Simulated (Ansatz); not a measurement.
## Molecular dynamics of AlClFGeH5O

Input:

```yaml
crystal:
  periodic: [false, false, false]
  atoms:
    - { symbol: Ge, position_ang: [-0.295708, -0.03695, -0.361763] }
    - { symbol: Cl, position_ang: [-0.353896, 0.685905, 3.057255] }
    - { symbol: H, position_ang: [0.833787, -1.026942, -0.064779] }
    - { symbol: H, position_ang: [0.023614, 1.458805, -0.353509] }
    - { symbol: F, position_ang: [-0.933605, -0.431053, -1.958924] }
    - { symbol: O, position_ang: [-1.758629, -0.381051, 0.58698] }
    - { symbol: Al, position_ang: [-3.16751, -1.208497, -0.022259] }
    - { symbol: H, position_ang: [-3.004072, -2.702155, -0.497541] }
    - { symbol: H, position_ang: [-4.533002, -0.425875, 0.062886] }
    - { symbol: H, position_ang: [-1.226482, 0.223513, 2.188154] }
basis:
  gaussian: { orbitals: def2-SVP }
hamiltonian:
  xc: b3lyp
  dispersion: d4
md:
  timestep: 0.5
  n_steps: 200
  ensemble: nve
  temperature: 100.0
  initial_velocities: maxwell_boltzmann
  seed: 6854
```

Launched with:

```bash
$ ansatz run input.yaml --threads 4 --pin off --max-ram 5120MiB --backend cpu --events-out ev --progress --plain --runs-dir out
```

It starts at the highest image of a converged band. Of that band: A vibrational analysis at the climbing image gives one clearly imaginary mode, 78i cm⁻¹: a first-order saddle point.

Output, in part (one step line in 4, the closing report, with atoms numbered from 0):

```
md step     0: t =     0.00 fs  T =   100.0 K  F+E_penalty+E_count = -80471.71467474 eV  E_kin = 0.103408 eV  conserved = -80471.61126674 eV  (27 SCF iters)
md step     4: t =     2.00 fs  T =    89.7 K  F+E_penalty+E_count = -80471.70390419 eV  E_kin = 0.092717 eV  conserved = -80471.61118761 eV  (24 SCF iters)
md step     8: t =     4.00 fs  T =    74.1 K  F+E_penalty+E_count = -80471.68768771 eV  E_kin = 0.076577 eV  conserved = -80471.61111024 eV  (24 SCF iters)
md step    12: t =     6.00 fs  T =    69.4 K  F+E_penalty+E_count = -80471.68297079 eV  E_kin = 0.071805 eV  conserved = -80471.61116624 eV  (24 SCF iters)
md step    16: t =     8.00 fs  T =    65.0 K  F+E_penalty+E_count = -80471.67842093 eV  E_kin = 0.067195 eV  conserved = -80471.61122607 eV  (24 SCF iters)
md step    20: t =    10.00 fs  T =    49.7 K  F+E_penalty+E_count = -80471.66255532 eV  E_kin = 0.051413 eV  conserved = -80471.61114210 eV  (24 SCF iters)
md step    24: t =    12.00 fs  T =    40.7 K  F+E_penalty+E_count = -80471.65317562 eV  E_kin = 0.042098 eV  conserved = -80471.61107757 eV  (21 SCF iters)
md step    28: t =    14.00 fs  T =    50.6 K  F+E_penalty+E_count = -80471.66351213 eV  E_kin = 0.052346 eV  conserved = -80471.61116659 eV  (24 SCF iters)
md step    32: t =    16.00 fs  T =    62.2 K  F+E_penalty+E_count = -80471.67552079 eV  E_kin = 0.064304 eV  conserved = -80471.61121672 eV  (24 SCF iters)
md step    36: t =    18.00 fs  T =    64.1 K  F+E_penalty+E_count = -80471.67748486 eV  E_kin = 0.066325 eV  conserved = -80471.61115970 eV  (24 SCF iters)
md step    40: t =    20.00 fs  T =    67.3 K  F+E_penalty+E_count = -80471.68076591 eV  E_kin = 0.069639 eV  conserved = -80471.61112738 eV  (24 SCF iters)
md step    44: t =    22.00 fs  T =    78.1 K  F+E_penalty+E_count = -80471.69199685 eV  E_kin = 0.080805 eV  conserved = -80471.61119222 eV  (24 SCF iters)
md step    48: t =    24.00 fs  T =    83.5 K  F+E_penalty+E_count = -80471.69757520 eV  E_kin = 0.086345 eV  conserved = -80471.61123036 eV  (25 SCF iters)
md step    52: t =    26.00 fs  T =    76.3 K  F+E_penalty+E_count = -80471.69001903 eV  E_kin = 0.078864 eV  conserved = -80471.61115542 eV  (24 SCF iters)
md step    56: t =    28.00 fs  T =    70.7 K  F+E_penalty+E_count = -80471.68429203 eV  E_kin = 0.073155 eV  conserved = -80471.61113729 eV  (24 SCF iters)
md step    60: t =    30.00 fs  T =    71.1 K  F+E_penalty+E_count = -80471.68475244 eV  E_kin = 0.073562 eV  conserved = -80471.61119044 eV  (25 SCF iters)
md step    64: t =    32.00 fs  T =    67.5 K  F+E_penalty+E_count = -80471.68098140 eV  E_kin = 0.069802 eV  conserved = -80471.61117921 eV  (23 SCF iters)
md step    68: t =    34.00 fs  T =    61.1 K  F+E_penalty+E_count = -80471.67437351 eV  E_kin = 0.063228 eV  conserved = -80471.61114589 eV  (24 SCF iters)
md step    72: t =    36.00 fs  T =    58.9 K  F+E_penalty+E_count = -80471.67204569 eV  E_kin = 0.060891 eV  conserved = -80471.61115441 eV  (24 SCF iters)
md step    76: t =    38.00 fs  T =    59.1 K  F+E_penalty+E_count = -80471.67225758 eV  E_kin = 0.061072 eV  conserved = -80471.61118564 eV  (25 SCF iters)
md step    80: t =    40.00 fs  T =    56.0 K  F+E_penalty+E_count = -80471.66910637 eV  E_kin = 0.057939 eV  conserved = -80471.61116763 eV  (23 SCF iters)
md step    84: t =    42.00 fs  T =    53.7 K  F+E_penalty+E_count = -80471.66665955 eV  E_kin = 0.055523 eV  conserved = -80471.61113636 eV  (24 SCF iters)
md step    88: t =    44.00 fs  T =    57.5 K  F+E_penalty+E_count = -80471.67063779 eV  E_kin = 0.059460 eV  conserved = -80471.61117810 eV  (24 SCF iters)
md step    92: t =    46.00 fs  T =    59.8 K  F+E_penalty+E_count = -80471.67303636 eV  E_kin = 0.061852 eV  conserved = -80471.61118392 eV  (24 SCF iters)
md step    96: t =    48.00 fs  T =    59.2 K  F+E_penalty+E_count = -80471.67236301 eV  E_kin = 0.061225 eV  conserved = -80471.61113771 eV  (24 SCF iters)
md step   100: t =    50.00 fs  T =    64.2 K  F+E_penalty+E_count = -80471.67753706 eV  E_kin = 0.066387 eV  conserved = -80471.61115055 eV  (23 SCF iters)
md step   104: t =    52.00 fs  T =    72.2 K  F+E_penalty+E_count = -80471.68589515 eV  E_kin = 0.074692 eV  conserved = -80471.61120343 eV  (23 SCF iters)
md step   108: t =    54.00 fs  T =    72.7 K  F+E_penalty+E_count = -80471.68636745 eV  E_kin = 0.075170 eV  conserved = -80471.61119738 eV  (24 SCF iters)
md step   112: t =    56.00 fs  T =    67.4 K  F+E_penalty+E_count = -80471.68080371 eV  E_kin = 0.069667 eV  conserved = -80471.61113694 eV  (24 SCF iters)
md step   116: t =    58.00 fs  T =    67.9 K  F+E_penalty+E_count = -80471.68137696 eV  E_kin = 0.070220 eV  conserved = -80471.61115720 eV  (23 SCF iters)
md step   120: t =    60.00 fs  T =    69.9 K  F+E_penalty+E_count = -80471.68345522 eV  E_kin = 0.072233 eV  conserved = -80471.61122212 eV  (24 SCF iters)
md step   124: t =    62.00 fs  T =    61.1 K  F+E_penalty+E_count = -80471.67432805 eV  E_kin = 0.063154 eV  conserved = -80471.61117377 eV  (24 SCF iters)
md step   128: t =    64.00 fs  T =    51.1 K  F+E_penalty+E_count = -80471.66393773 eV  E_kin = 0.052834 eV  conserved = -80471.61110404 eV  (24 SCF iters)
md step   132: t =    66.00 fs  T =    54.0 K  F+E_penalty+E_count = -80471.66701803 eV  E_kin = 0.055872 eV  conserved = -80471.61114563 eV  (24 SCF iters)
md step   136: t =    68.00 fs  T =    61.4 K  F+E_penalty+E_count = -80471.67468736 eV  E_kin = 0.063463 eV  conserved = -80471.61122478 eV  (24 SCF iters)
md step   140: t =    70.00 fs  T =    57.5 K  F+E_penalty+E_count = -80471.67067525 eV  E_kin = 0.059492 eV  conserved = -80471.61118306 eV  (24 SCF iters)
md step   144: t =    72.00 fs  T =    51.6 K  F+E_penalty+E_count = -80471.66441429 eV  E_kin = 0.053320 eV  conserved = -80471.61109472 eV  (24 SCF iters)
md step   148: t =    74.00 fs  T =    60.4 K  F+E_penalty+E_count = -80471.67358187 eV  E_kin = 0.062418 eV  conserved = -80471.61116383 eV  (24 SCF iters)
md step   152: t =    76.00 fs  T =    70.3 K  F+E_penalty+E_count = -80471.68392229 eV  E_kin = 0.072680 eV  conserved = -80471.61124256 eV  (25 SCF iters)
md step   156: t =    78.00 fs  T =    65.4 K  F+E_penalty+E_count = -80471.67884903 eV  E_kin = 0.067678 eV  conserved = -80471.61117141 eV  (24 SCF iters)
md step   160: t =    80.00 fs  T =    59.3 K  F+E_penalty+E_count = -80471.67245540 eV  E_kin = 0.061347 eV  conserved = -80471.61110808 eV  (24 SCF iters)
md step   164: t =    82.00 fs  T =    65.0 K  F+E_penalty+E_count = -80471.67841085 eV  E_kin = 0.067244 eV  conserved = -80471.61116662 eV  (24 SCF iters)
md step   168: t =    84.00 fs  T =    70.5 K  F+E_penalty+E_count = -80471.68418716 eV  E_kin = 0.072948 eV  conserved = -80471.61123907 eV  (25 SCF iters)
md step   172: t =    86.00 fs  T =    61.7 K  F+E_penalty+E_count = -80471.67500620 eV  E_kin = 0.063828 eV  conserved = -80471.61117836 eV  (24 SCF iters)
md step   176: t =    88.00 fs  T =    51.0 K  F+E_penalty+E_count = -80471.66382980 eV  E_kin = 0.052726 eV  conserved = -80471.61110362 eV  (24 SCF iters)
md step   180: t =    90.00 fs  T =    53.1 K  F+E_penalty+E_count = -80471.66607056 eV  E_kin = 0.054904 eV  conserved = -80471.61116627 eV  (24 SCF iters)
md step   184: t =    92.00 fs  T =    56.5 K  F+E_penalty+E_count = -80471.66959034 eV  E_kin = 0.058383 eV  conserved = -80471.61120710 eV  (23 SCF iters)
md step   188: t =    94.00 fs  T =    52.3 K  F+E_penalty+E_count = -80471.66524756 eV  E_kin = 0.054097 eV  conserved = -80471.61115014 eV  (24 SCF iters)
md step   192: t =    96.00 fs  T =    51.7 K  F+E_penalty+E_count = -80471.66455381 eV  E_kin = 0.053437 eV  conserved = -80471.61111669 eV  (24 SCF iters)
md step   196: t =    98.00 fs  T =    61.5 K  F+E_penalty+E_count = -80471.67476663 eV  E_kin = 0.063600 eV  conserved = -80471.61116619 eV  (24 SCF iters)
md step   200: t =   100.00 fs  T =    71.7 K  F+E_penalty+E_count = -80471.68533003 eV  E_kin = 0.074119 eV  conserved = -80471.61121054 eV  (28 SCF iters)
Total energy: -80471.68563105 eV, -2957.2799012736 hartree
Atom 0 at    -0.293441     0.007284    -0.376646 Å, force     0.227537    -0.003427     0.061162 eV/Å
Atom 1 at    -0.390002     0.593969     2.983092 Å, force    -0.042934     0.001827     0.058263 eV/Å
Atom 2 at     0.754898    -1.004387     0.074049 Å, force     0.122044    -0.014906     0.151449 eV/Å
Atom 3 at     0.057343     1.505993    -0.330265 Å, force    -0.110263    -0.160270    -0.036447 eV/Å
Atom 4 at    -0.605119    -0.446304    -2.033553 Å, force    -0.176800     0.080637    -0.192896 eV/Å
Atom 5 at    -1.840714    -0.292595     0.442013 Å, force    -0.487454    -0.249045    -0.077189 eV/Å
Atom 6 at    -3.293303    -1.246369     0.219647 Å, force     0.255551     0.201203     0.113126 eV/Å
Atom 7 at    -3.170213    -2.798779    -0.104148 Å, force     0.022585     0.209425    -0.006866 eV/Å
Atom 8 at    -4.652414    -0.472350     0.492331 Å, force     0.129171    -0.099393    -0.044637 eV/Å
Atom 9 at    -1.310488     0.240095     2.116174 Å, force     0.060562     0.033947    -0.025964 eV/Å
Dipole moment:    -0.112397    -0.060134    -0.051932 e Å
```

The run went to its last step. The conserved energy stayed within 0.019 meV per atom of its start (net change 0.0056 meV per atom), so the integration is sound. A run of 0.1 ps of so small a system gives no equilibrium averages. The orbitals stay closed-shell, which can raise the energy where a bond breaks towards radicals; this wasn't checked here.

Between its relaxed ends the band would form Ge1–F5, Cl2–H10 and break Ge1–Cl2, F5–Al7, O6–H10. These pairs go: Ge1–F5 1.76 → 1.75 Å, Cl2–H10 1.32 → 1.31 Å, Ge1–Cl2 3.50 → 3.41 Å, F5–Al7 3.06 → 3.60 Å, O6–H10 1.79 → 1.84 Å. In the last frame they stand as after the step (other bonds may differ from the relaxed reactants and products). It ends as AlFGeH4O + ClH. Pairs count as bonded within 1.25 times the sum of covalent radii (0.12 Å more for H–H).

Last frame:

```xyz
10
Properties=species:S:1:pos:R:3
Ge -0.293 0.007 -0.377
Cl -0.390 0.594 2.983
H 0.755 -1.004 0.074
H 0.057 1.506 -0.330
F -0.605 -0.446 -2.034
O -1.841 -0.293 0.442
Al -3.293 -1.246 0.220
H -3.170 -2.799 -0.104
H -4.652 -0.472 0.492
H -1.310 0.240 2.116
```

Run time: 7.2 min on 4 threads of Arm Neoverse V1, with other jobs on the host, peak memory 0.33 GiB.
